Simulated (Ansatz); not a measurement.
C2H8ClNSi2 (SMILES N[SiH2]/C=C/[SiH2]Cl), singlet, at a GFN2-xTB geometry, atoms displaced at random by about 0.03 Å a coordinate; HF/STO-3G, gradient in Ansatz (an electronic-structure program).

Ansatz was given this input:
Ansatz 0.2 input:
```yaml
crystal:
  periodic: [false, false, false]
  atoms:
    - {symbol: Si, position_ang: [1.97344177, -0.39324653, -0.30345494]}
    - {symbol: Cl, position_ang: [2.96500213, 1.38519223, 0.07495032]}
    - {symbol: C, position_ang: [0.25222699, -0.23049337, 0.38003667]}
    - {symbol: C, position_ang: [-0.91043335, -0.59094825, -0.19482928]}
    - {symbol: Si, position_ang: [-2.66736287, -0.43774178, 0.59667842]}
    - {symbol: N, position_ang: [-3.72749346, -0.42180985, -0.76405819]}
    - {symbol: H, position_ang: [1.80654626, -0.60479101, -1.75873327]}
    - {symbol: H, position_ang: [2.68944190, -1.46242017, 0.33383363]}
    - {symbol: H, position_ang: [0.17426468, 0.28836281, 1.36075780]}
    - {symbol: H, position_ang: [-0.75985285, -1.09475385, -1.17642956]}
    - {symbol: H, position_ang: [-3.01121051, -1.63530286, 1.33601121]}
    - {symbol: H, position_ang: [-2.59942795, 0.67879319, 1.47535119]}
    - {symbol: H, position_ang: [-4.70366382, -0.40667031, -0.57477176]}
    - {symbol: H, position_ang: [-3.54093335, 0.26303200, -1.58576338]}
basis:
  gaussian:
    orbitals: STO-3G
hamiltonian:
  xc: hf
output: {forces: true}
```

The log (banner, timings and long lists left out):

```
Functional definition: HF
605 factors; integrals over basis functions are off by at most 4.6e-5 eV
mean field evaluation 1: about -31536.8540 eV, gradient 2.1e1 eV
mean field evaluation 2: about -31536.9858 eV, gradient 2.1e1 eV
mean field evaluation 4: about -31538.8735 eV, gradient 1.4e0 eV
mean field evaluation 8: about -31538.8829 eV, gradient 1.7e-2 eV
mean field -31538.88294221 eV, -1159.0325703036 hartree, gradient 5.2e-5 eV, S^2 0.000000; 0 other end points of the search recorded, 0 dependent functions left out
the calculation of the forces begins
reference -31538.88294221 eV, -1159.0325703036 hartree; 36, 36 occupied and 14, 14 virtual orbitals, 605 factors
Total energy: -31538.88294221 eV, -1159.0325703036 hartree
Atom 0 at     1.973442    -0.393247    -0.303455 Å, force    -1.560246    -1.035581    -1.391013 eV/Å
Atom 1 at     2.965002     1.385192     0.074950 Å, force     0.373720     0.346126    -0.024483 eV/Å
Atom 2 at     0.252227    -0.230493     0.380037 Å, force    -2.339242     0.657264     0.860432 eV/Å
Atom 3 at    -0.910433    -0.590948    -0.194829 Å, force     1.928625    -0.318026     0.521567 eV/Å
Atom 4 at    -2.667363    -0.437742     0.596678 Å, force     2.251572    -1.118913    -1.041136 eV/Å
Atom 5 at    -3.727493    -0.421810    -0.764058 Å, force     1.547317     2.062788    -2.800919 eV/Å
Atom 6 at     1.806546    -0.604791    -1.758733 Å, force     0.679685     0.236952     1.417050 eV/Å
Atom 7 at     2.689442    -1.462420     0.333834 Å, force     0.036077     0.334024    -0.239862 eV/Å
Atom 8 at     0.174265     0.288363     1.360758 Å, force     0.275305    -0.639952    -0.909486 eV/Å
Atom 9 at    -0.759853    -1.094754    -1.176430 Å, force    -0.969898     0.466603     0.856915 eV/Å
Atom 10 at    -3.011211    -1.635303     1.336011 Å, force     0.219284     0.682142    -0.165702 eV/Å
Atom 11 at    -2.599428     0.678793     1.475351 Å, force    -0.357935     0.158370    -0.003239 eV/Å
Atom 12 at    -4.703664    -0.406670    -0.574772 Å, force    -1.651910     0.075723     0.245400 eV/Å
Atom 13 at    -3.540933     0.263032    -1.585763 Å, force    -0.432355    -1.907520     2.674475 eV/Å
Dipole moment:    -0.519465    -0.296529    -0.001253 e Å
```
